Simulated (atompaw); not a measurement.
**An all-electron radial function and its pseudo partner (silver)**

Columns: radius, all-electron u(r) and pseudo u(r) of the 4d shell (level -7.44 eV) of silver in the configuration [Ar] 3d10 4s2 4p6 4d10 5s1 5p0; PBE, scalar-relativistic, PAW (atompaw) scheme, atompaw 4.2.0.5.

```
r (bohr)  all-electron  pseudo
   0.077       -0.1356  0.0005
   0.154       -0.3751  0.0043
   0.231       -0.4467  0.0142
   0.308       -0.3423  0.0326
   0.385       -0.1388  0.0611
   0.462        0.0952  0.1004
   0.538        0.3142  0.1496
   0.615        0.5033  0.2088
   0.692        0.6522  0.2752
   0.769        0.7608  0.3462
   0.846        0.8331  0.4184
   0.923        0.8752  0.4886
   1.000        0.8933  0.5533
   1.077        0.8931  0.6095
   1.154        0.8795  0.6551
   1.231        0.8565  0.6882
   1.308        0.8270  0.7082
   1.385        0.7934  0.7152
   1.462        0.7575  0.7103
   1.538        0.7210  0.6952
   1.615        0.6839  0.6719
   1.692        0.6472  0.6429
   1.769        0.6114  0.6105
   1.846        0.5769  0.5769
   1.923        0.5437  0.5438
   2.000        0.5121  0.5121
```

Problem. How many radial nodes do the two functions have?

Solution. The all-electron 4d function has n − l − 1 = 1; the pseudo-wave has 0, since the states of the same l below it are removed with the core.

Problem. Where does each function peak?

Solution. Outermost all-electron maximum near 1.00 bohr, pseudo maximum near 1.39 bohr (to the table’s step).

Problem. Is the pseudo-wave norm-conserving?

Solution. No, it belongs to a PAW set: the norm inside the radius is not constrained, and the difference is carried by the augmentation charge.
